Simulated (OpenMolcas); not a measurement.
## Kr⁶⁺: effect of correlating more closed shells

```yaml
Program: OpenMolcas 26.06
Basis: ANO-RCC [9s8p6d4f2g]
Scalar_Hamiltonian: DKH2, point nucleus
Active_space: 2 electrons in 9 orbitals (RAS2 4s 4p; RAS3 4d, at most 2 electrons)
State_averaging: 2S+1 = 3 even, 3 roots; 2S+1 = 1 even, 7 roots; 2S+1 = 3 odd, 3 roots; 2S+1 = 1 odd, 3 roots
Spin-orbit_coupling: state interaction with AMFI integrals over the reference wave functions, term energies averaged over their components
```

Methods on the same reference wave functions:
A. RASSCF
B. MS-RASPT2, IPEA 0.25 Eh, imaginary shift 0.1 Eh (closed shells correlated: none)
C. MS-RASPT2, IPEA 0.25 Eh, imaginary shift 0.1 Eh (closed shells correlated: 3d)

Energies in cm⁻¹ above 4s² ¹S₀, the measured ground level; measured values from Saloman, J. Phys. Chem. Ref. Data 36, 215 (2007).

```tsv
Level	A	B	C	Measured
4s² ¹S₀	0.0	0.0	0.0	0.0
4s 4p ³P°₀	113877	114724	116292	117390
4s 4p ³P°₁	116368	117208	118762	120095
4s 4p ³P°₂	122094	122941	124509	126553
4s 4p ¹P°₁	173235	172513	171232	170835
4p² ³P₀	273241	273941	274526	274932
4p² ¹D₂ [70 %]	275878	276533	278470	279715
4p² ³P₁	277031	277811	278414	279414
4p² ³P₂ [70 %]	284283	285027	286090	288190
```

Deviations, from unrounded energies. A percentage is the sum of absolute deviations over the sum of measured energies, with the sign that they share, or ± where signs differ.

| Against measurement | Levels | A | B | C |
| --- | --- | --- | --- | --- |
| mean absolute deviation (cm-1) | 8 | 3200 | 2500 | 1200 |
| other configurations (%) | 8 | ±1.6 | ±1.2 | ±0.6 |

C lies closest to measurement on these levels and A furthest from it. The largest miss of C in the table is 4p² ³P₂ [70 %], by -2100 cm-1. The ranking rests on the paired levels alone, and a cruder setting can come out closer through cancelling errors.

Between B and C the level of the table that moves most is 4p² ¹D₂ [70 %], by 1900 cm-1 (lowest in B, highest in C).

The lowest spin-free term lies below A's lowest term by 0.005 hartree in B, 0.184 hartree in C.

What an inner shell adds also hangs on whether the basis holds functions to correlate it.

Active for correlation alone: 4d; no level in the range computed is led by a configuration that fills it, so any true level of that kind is missing. Some terms mix strongly with configurations of 4d, whose occupation reaches 0.16 (4p² ¹D). Computed and measured levels are paired by configuration, term and J; levels that our copy of the source lacks, or whose pairing is in doubt (as where it misses far off the trend of its configuration), stay unpaired and out of the deviations. Only configurations of the active space appear. Levels that lie high or do not pair safely by name in every column are left out.

A share in square brackets marks a mixed level and gives the weight of the term that names it, the lowest over the columns. ° marks odd parity.
